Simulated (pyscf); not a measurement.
## HS–In, singlet

Gas-phase minimum from PySCF at ωB97X-D3(BJ)/def2-SVP, one conformer. 

```xyz
3

S      0.3879    -0.5372    -0.3433
In     2.1105     1.2490    -0.3532
H      0.4441    -0.6031     1.0044
```
Charge 0, spin multiplicity 1.

Bonded distances (Å): S1–In2 2.482, S1–H3 1.350. Angles (°): In2–S1–H3 90.6.

Properties at ωB97X-D3(BJ)/def2-SVP:

* **Harmonic wavenumbers, unscaled**: 324, 487, 2732 cm⁻¹
* **Zero-point energy**: 5.1 kcal/mol
* **Rotational symmetry number**: 1
* **Entropy of this conformer at 298 K and 1 atm, rigid rotor and harmonic oscillator, modes under 100 cm⁻¹ raised to 100**: 272.4 J/(mol K)
* **Dipole moment**: 2.45 D

Single-point totals, which compare only within one level (frozen core for MP2 and CC):

```json
[
 {"level": "ωB97X-D3(BJ)/def2-TZVP", "total energy (hartree)": "-589.06921"},
 {"level": "PBE/def2-TZVP", "total energy (hartree)": "-588.82419"},
 {"level": "r²SCAN/def2-TZVP", "total energy (hartree)": "-589.03257"},
 {"level": "B3LYP-D3(BJ)/def2-TZVP", "total energy (hartree)": "-589.08678"},
 {"level": "PBE0-D3(BJ)/def2-TZVP", "total energy (hartree)": "-588.85361"},
 {"level": "M06-2X/def2-TZVP", "total energy (hartree)": "-588.90025"},
 {"level": "ωB97M-D3(BJ)/def2-TZVP", "total energy (hartree)": "-589.06734"},
 {"level": "HF/def2-TZVPP", "total energy (hartree)": "-587.39064"},
 {"level": "MP2/def2-TZVPP", "total energy (hartree)": "-587.83816"},
 {"level": "CCSD/def2-TZVPP", "total energy (hartree)": "-587.84977"},
 {"level": "CCSD(T)/def2-TZVPP", "total energy (hartree)": "-587.86716"}
]
```

The CCSD(T) − MP2 part came from Ansatz, without density fitting, on the same reference. The frozen core leaves the outer d or s,p core shells of the metals and heavy elements correlated in the MP2 and CC values, and def2-TZVPP describes them poorly, so these totals are far from the basis limit. Elements past Kr carry the def2 core potentials, without spin-orbit coupling.
